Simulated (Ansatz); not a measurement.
Coupled-cluster run, C$_{4}$H$_{9}$Cl$_{2}$GaO, SMILES `CC(C)(C)[O][Ga]([Cl])[Cl]`.

```yaml
crystal:
  periodic: [false, false, false]
  atoms:
    - {symbol: C, position_ang: [-0.515186, -1.402427, -0.114398]}
    - {symbol: C, position_ang: [0.152136, -0.110442, 0.332397]}
    - {symbol: C, position_ang: [1.406860, 0.164405, -0.482733]}
    - {symbol: C, position_ang: [0.482182, -0.166582, 1.815569]}
    - {symbol: O, position_ang: [-0.763614, 0.981009, 0.196280]}
    - {symbol: Ga, position_ang: [-1.519701, 1.570030, -1.275462]}
    - {symbol: Cl, position_ang: [-2.817719, 3.227378, -1.063149]}
    - {symbol: Cl, position_ang: [-1.242447, 0.765894, -3.226483]}
    - {symbol: H, position_ang: [-0.755126, -1.371141, -1.180775]}
    - {symbol: H, position_ang: [0.143147, -2.257978, 0.052472]}
    - {symbol: H, position_ang: [-1.436554, -1.564413, 0.449372]}
    - {symbol: H, position_ang: [1.851242, 1.115222, -0.180255]}
    - {symbol: H, position_ang: [2.148613, -0.623266, -0.332526]}
    - {symbol: H, position_ang: [1.178506, 0.205790, -1.551319]}
    - {symbol: H, position_ang: [0.929910, 0.775197, 2.137994]}
    - {symbol: H, position_ang: [-0.426084, -0.331642, 2.397946]}
    - {symbol: H, position_ang: [1.183835, -0.977024, 2.025070]}
basis:
  gaussian: {orbitals: def2-TZVPP}
correlation: {method: ccsd_t}
output: {orbitals: {seedname: orbitals}}
```

```sh
$ ansatz run in.yaml --threads 4 --pin off --events-out ev --progress --plain --max-ram 66560MiB --backend cuda --devices 0, --max-vram 37GiB
```

Output of Ansatz, abridged:

```
Functional definition: HF
  name "HF"
  cite "Fock, Z. Phys. 61, 126 (1930) doi:10.1007/BF01340294"
  parent pbe
  exchange = exact_x
  correlation = 0
2468 factors; integrals over basis functions are off by at most 1.1e-3 eV
mean field evaluation 1: about -83643.9757 eV, gradient 5.0e1 eV
mean field evaluation 2: about -83644.3100 eV, gradient 5.0e1 eV
mean field evaluation 4: about -83650.3275 eV, gradient 7.1e0 eV
mean field evaluation 8: about -83650.4518 eV, gradient 4.2e-1 eV
mean field -83650.45223295 eV, -3074.0974192479 hartree, gradient 2.2e-6 eV, S^2 0.000000; 0 other end points of the search recorded, 0 dependent functions left out
24 core orbitals not correlated: weight in the atoms' cores, before any rotation towards them, 1.000 or more for the frozen orbitals, at most 0.000 for the correlated occupied ones
reference -83650.45223295 eV, -3074.0974192479 hartree; 29, 29 occupied and 360, 360 virtual orbitals, 2468 factors
second order -41.70075010 eV of doubles, -0.00000000 eV of singles
cycle   1  -42.20021719 eV  change   -5.0e-1 eV  update   1.4e-1
cycle   2  -43.22269271 eV  change    -1.0e0 eV  update   4.3e-2
cycle   3  -43.45341143 eV  change   -2.3e-1 eV  update   2.4e-2
cycle   4  -43.44312777 eV  change    1.0e-2 eV  update   6.2e-3
cycle   5  -43.43705867 eV  change    6.1e-3 eV  update   3.4e-3
cycle   6  -43.43843599 eV  change   -1.4e-3 eV  update   1.2e-3
cycle   7  -43.43816871 eV  change    2.7e-4 eV  update   5.2e-4
cycle   8  -43.43809247 eV  change    7.6e-5 eV  update   1.4e-4
cycle   9  -43.43816060 eV  change   -6.8e-5 eV  update   5.4e-5
perturbative correction -1.83055739 eV, -0.0672717434 hartree
Total energy: -83695.72095094 eV, -3075.7610139499 hartree
```

It took 22 s on 4 threads of an AMD EPYC 7R13 on a shared host and a share of an NVIDIA H100 80 GB, with 0.98 GiB of host memory at the peak.

Correlation energy per correlated electron: -0.780 eV. T1 diagnostic: 0.0121.
